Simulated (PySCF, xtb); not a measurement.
BiF3, SMILES [F][Bi]([F])[F].

Harmonic wavenumbers (cm⁻¹) from GFN2-xTB run with xtb at its own minimum, in rising order: 138, 138, 161, 421, 421, 434.

Task: What does B3LYP-D3(BJ)/def2-SVP in PySCF give at its own minimum? (Estimate from the structure and the level; the computed values follow.)

Result: 166, 166, 189, 590, 590, 604. Paired by order, the mean absolute difference is 99 cm⁻¹ and the zero-point energies are 2.4 and 3.3 kcal/mol.
